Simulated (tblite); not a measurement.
Question: What does the GFN2-xTB structure of `[O]Cc1cn[nH]c1` [radical] look like in three dimensions? (Doublet state.)

Answer: 
Z-matrix in Å and degrees, rows numbered from 1:
```
O 
C   1  1.3081
C   2  1.4896  1  118.76
C   3  1.4154  2  127.94  1   179.96
N   4  1.3127  3  111.07  2  -179.93
N   5  1.3337  4  105.88  3    -0.01
C   6  1.3425  5  112.51  4    -0.02
H   2  1.1237  1  110.40  3  -125.82
H   2  1.1237  1  110.42  3   125.70
H   4  1.0715  3  128.32  2    -0.08
H   6  1.0083  5  119.66  4  -179.96
H   7  1.0701  3  129.98  2    -0.16
```

The 5-membered ring C3–C4–N5–N6–C7 has internal angles of 104.0° to 112.5° (sum 540°, against 540° for a flat polygon); it is planar, 0.00 Å rms from its mean plane, widest ring torsion 0°. N6 (nitrogen bonded to C, N and H) is planar (angles 127.8°, 119.7° and 112.5°, sum 360.0°, 0.00 Å off the plane of its three neighbours). C3 (carbon bonded to 3 C) is planar (angles 128.1°, 127.9° and 104.0°, sum 360.0°, 0.00 Å off the plane of its three neighbours). The 2 C–N bonds span 1.313 Å (C4–N5, aromatic) to 1.342 Å (N6–C7, aromatic), a spread of 0.029 Å.

Computed geometry: GFN2-xTB, gas phase. This method treats the open shell by occupation alone, without spin polarisation.

Point group: Cs (every atom within 0.08 Å of its image). Its GFN2-xTB frequencies are all real (lowest 74 cm⁻¹). Torsions: O1–C2–C3–C4 180°.

Time: 0.48 s. Hardware: Arm Neoverse V1, one thread, on a shared host. That covers the optimisation of the geometry.

One conformer stands for the species.
